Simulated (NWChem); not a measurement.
System: CH2NO anion

Input file for NWChem:

```
start job
memory heap 200 mb stack 900 mb global 1100 mb
charge -1
geometry units angstroms noautosym nocenter noautoz
  N      0.133236    -1.202342     0.000000
  C     -0.363875     0.015665     0.000000
  O      0.201039     1.149295     0.000000
  H      1.157155    -1.108337     0.000000
  H     -1.492110     0.015980     0.000000
end
basis spherical
  N library 6-31+g*
  C library 6-31+g*
  O library 6-31+g*
  H library 6-31+g*
end
dft
  xc m06-2x
  iterations 150
end
cosmo
  do_cosmo_smd true
  solvent benzene
end
task dft energy
```

NWChem printed, in part:

```
             Northwest Computational Chemistry Package (NWChem) 7.3.0
             --------------------------------------------------------

                             Geometry "geometry" -> ""
                             -------------------------

 Output coordinates in angstroms (scale by  1.889725989 to convert to a.u.)

  No.       Tag          Charge          X              Y              Z
 ---- ---------------- ---------- -------------- -------------- --------------
    1 N                    7.0000     0.13323600    -1.20234200     0.00000000
    2 C                    6.0000    -0.36387500     0.01566500     0.00000000
    3 O                    8.0000     0.20103900     1.14929500     0.00000000
    4 H                    1.0000     1.15715500    -1.10833700     0.00000000
    5 H                    1.0000    -1.49211000     0.01598000     0.00000000

 Effective nuclear repulsion energy (a.u.)      63.4524471743

                                 NWChem DFT Module
                                 -----------------

 Summary of "ao basis" -> "ao basis" (spherical)
 ------------------------------------------------------------------------------
       Tag                 Description            Shells   Functions and Types
 ---------------- ------------------------------  ------  ---------------------
 N                          6-31+g*                  8       18   4s3p1d
 C                          6-31+g*                  8       18   4s3p1d
 O                          6-31+g*                  8       18   4s3p1d
 H                          6-31+g*                  2        2   2s

 in cosmo_initialize ...
 calling solv_data for solv:benzene

 solvent parameters
 solvname_short: benzene
 solvname_long:  benzene
 dielec:        2.2706
 dielecinf:     2.2533
 nonaqueous SMD model solvent descriptors
 dielec:        2.2706
 sola:          0.0000
 solb:          0.1400
 solc:          1.0000
 solg:         40.6200
 solh:          0.0000
 soln:          1.5011

          ---------------
          -cosmo- solvent
          ---------------
 Cosmo: York-Karplus, doi: 10.1021/jp992097l
 dielectric constant -eps-     =   2.27
 screen = (eps-1)/(eps    )    =   0.55959
 surface charge correction     = lagrangian

   van der Waals surface
 --------------------------

 ---------- ATOMIC COORDINATES (A.U.) ------------ VDWR(ANG.) --
     1    0.25177953   -2.27209692    0.00000000     1.890
     2   -0.68762404    0.02960256    0.00000000     1.850
     3    0.37990862    2.17185263    0.00000000     2.294
     4    2.18670588   -2.09445323    0.00000000     1.200
     5   -2.81967904    0.03019782    0.00000000     1.200
 number of segments per atom =        128
 number of   points per atom =        128
 atom (   nspa,  nppa )
 ----------------------
    1 (     78,     0 )       0
    2 (     22,     0 )       0
    3 (    100,     0 )       0
    4 (     36,     0 )       0
    5 (     56,     0 )       0
 number of -cosmo- surface points =      292
 molecular surface =     89.840 angstrom**2
 molecular volume  =     73.164 angstrom**3
 -lineq- algorithm             =   0
 -bem- low  level              =   3
 -bem- from -octahedral-
 gaussian surface charge width =   4.50000
 degree of switching           =   1.00000
 switching function tolerance  =   0.00010
 atomic radii =
 --------------
    1  7.000  1.890
    2  6.000  1.850
    3  8.000  2.294
    4  1.000  1.200
    5  1.000  1.200
 ...... end of -cosmo- initialization ......

 nat:                     5
 ixmem:                  1509
 calling mnsol_interface()
 G(SMD-CDS) energy (kcal/mol)  =     0.471
 SMD-CDS SASA (angstrom**2)    =    88.483

            General Information
            -------------------
          SCF calculation type: DFT
          Wavefunction type:  closed shell.
          No. of atoms     :     5
          No. of electrons :    24
           Alpha electrons :    12
            Beta electrons :    12
          Charge           :    -1
          Spin multiplicity:     1
          Use of symmetry is: off; symmetry adaption is: off
          Maximum number of iterations: 150
          AO basis - number of functions:    58
                     number of shells:    28
          Convergence on energy requested:  1.00D-06
          Convergence on density requested:  1.00D-05
          Convergence on gradient requested:  5.00D-04

[...]

                                COSMO-SMD solvation results
                                ---------------------------

             internal energy in gas <Psi(g)|H|Psi(g)> =      -169.238795724854
         internal energy in solvent <Psi(s)|H|Psi(s)> =      -169.238372116824
                               delta internal energy  =         0.000423608030 (    0.27 kcal/mol)
   total free energy in solvent <Psi(s)|H+V/2|Psi(s)> =      -169.296664289139
 polarization energy contribution <Psi(s)|V/2|Psi(s)> =        -0.058292172315 (  -36.58 kcal/mol)
    total free energy in solvent including G(SMD-CDS) =      -169.295913596277
                       G(SMD-CDS) energy contribution =         0.000750692862 (    0.47 kcal/mol)
     1 M fixed-concentration free energy of solvation =        -0.057117871423 (  -35.84 kcal/mol)

                       DFT Final Molecular Orbital Analysis
                       ------------------------------------

 Vector   10  Occ=2.000000D+00  E=-2.400650D-01
              MO Center= -6.0D-02, -8.0D-01, -1.4D-10, r^2= 2.1D+00
   Bfn.  Coefficient  Atom+Function         Bfn.  Coefficient  Atom+Function
  ----- ------------  ---------------      ----- ------------  ---------------
     6      0.343372  1 N  s                  3     -0.304741  1 N  px
     4     -0.288970  1 N  py                58     -0.230639  5 H  s
    39     -0.219272  3 O  px                56     -0.193941  4 H  s
    10      0.192826  1 N  s                  8     -0.191097  1 N  py
     7     -0.178964  1 N  px                 2      0.171483  1 N  s

 Vector   11  Occ=2.000000D+00  E=-1.993369D-01
              MO Center=  1.1D-02,  5.1D-01,  2.7D-11, r^2= 2.1D+00
   Bfn.  Coefficient  Atom+Function         Bfn.  Coefficient  Atom+Function
  ----- ------------  ---------------      ----- ------------  ---------------
    39      0.479368  3 O  px                43      0.331014  3 O  px
     4     -0.277437  1 N  py                40     -0.263199  3 O  py
     8     -0.214185  1 N  py                58      0.195745  5 H  s
    44     -0.194250  3 O  py                28      0.131127  2 C  s
    57      0.127733  5 H  s                 47      0.109874  3 O  px

 Vector   12  Occ=2.000000D+00  E=-1.811013D-01
              MO Center=  1.4D-01, -2.5D-01,  1.1D-10, r^2= 2.2D+00
   Bfn.  Coefficient  Atom+Function         Bfn.  Coefficient  Atom+Function
  ----- ------------  ---------------      ----- ------------  ---------------
     5      0.444117  1 N  pz                41     -0.406083  3 O  pz
     9      0.347991  1 N  pz                45     -0.300891  3 O  pz
    13      0.143179  1 N  pz                49     -0.112083  3 O  pz
    23      0.079117  2 C  pz                27      0.052349  2 C  pz
    33     -0.046134  2 C  d -1

 Vector   13  Occ=0.000000D+00  E= 1.047245D-01
              MO Center=  4.7D-01, -3.1D-01,  2.7D-09, r^2= 1.1D+01
   Bfn.  Coefficient  Atom+Function         Bfn.  Coefficient  Atom+Function
  ----- ------------  ---------------      ----- ------------  ---------------
    28      4.537337  2 C  s                 10     -3.343525  1 N  s
    46     -1.387211  3 O  s                 29      0.931359  2 C  px
    12     -0.830569  1 N  py                30     -0.608751  2 C  py
    24      0.598243  2 C  s                 48      0.237566  3 O  py
    25      0.221125  2 C  px                56      0.159676  4 H  s

 Vector   14  Occ=0.000000D+00  E= 1.163656D-01
              MO Center= -1.5D+00,  6.6D-01,  8.4D-09, r^2= 9.7D+00
   Bfn.  Coefficient  Atom+Function         Bfn.  Coefficient  Atom+Function
  ----- ------------  ---------------      ----- ------------  ---------------
    10      2.254009  1 N  s                 29     -1.687657  2 C  px
    30      1.529477  2 C  py                28     -0.812686  2 C  s
    46     -0.725297  3 O  s                 47      0.595425  3 O  px
    58     -0.300885  5 H  s                 12      0.257739  1 N  py
    11      0.214283  1 N  px                26      0.211125  2 C  py

 Vector   15  Occ=0.000000D+00  E= 1.243721D-01
              MO Center= -7.9D-01,  1.6D-01, -7.4D-10, r^2= 1.3D+01
   Bfn.  Coefficient  Atom+Function         Bfn.  Coefficient  Atom+Function
  ----- ------------  ---------------      ----- ------------  ---------------
    30      2.506481  2 C  py                10      2.455141  1 N  s
    46     -2.271962  3 O  s                 29      1.045193  2 C  px
    11     -0.797687  1 N  px                28     -0.625255  2 C  s
    26      0.367276  2 C  py                24      0.216688  2 C  s
    12      0.195755  1 N  py                48      0.175284  3 O  py

     Multipole analysis of the density
     ---------------------------------

     L   x y z        total         alpha         beta         nuclear
     -   - - -        -----         -----         ----         -------
     0   0 0 0     -1.000000    -12.000000    -12.000000     23.000000

     1   1 0 0     -0.033151     -0.038080     -0.038080      0.043008
     1   0 1 0      0.171210      0.293854      0.293854     -0.416497
     1   0 0 1     -0.000000     -0.000000     -0.000000      0.000000

     2   2 0 0    -14.448224    -15.807926    -15.807926     17.167628
     2   1 1 0     -1.887794      0.151534      0.151534     -2.190862
     2   1 0 1     -0.000000     -0.000000     -0.000000      0.000000
     2   0 2 0    -24.903377    -51.584401    -51.584401     78.265426
     2   0 1 1      0.000000      0.000000      0.000000      0.000000
     2   0 0 2    -16.038365     -8.019182     -8.019182      0.000000
```

Level: M06-2X/6-31+G* (spherical d), SMD on the gas-phase geometry. Coordinates come from a B3LYP/def2-SVPD optimisation. Solvent: benzene.
